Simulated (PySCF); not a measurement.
A structure optimised at B3LYP-D3(BJ)/def2-SVP, used in a PySCF frequency run:

```xyz
6

Cl     1.0725    -1.0725    -1.7292
B      0.0000     0.0000    -0.8451
Cl    -1.0725     1.0725    -1.7292
B      0.0000     0.0000     0.8451
Cl     1.0725     1.0725     1.7292
Cl    -1.0725    -1.0725     1.7292
```

Task: Write its SMILES, formula and point group.

Result: ClB(Cl)B(Cl)Cl, B₂Cl₄, D2d

Task: What are its rotational constants (standard atomic weights)?

Result: 1.5493, 0.83873, 0.83873 GHz
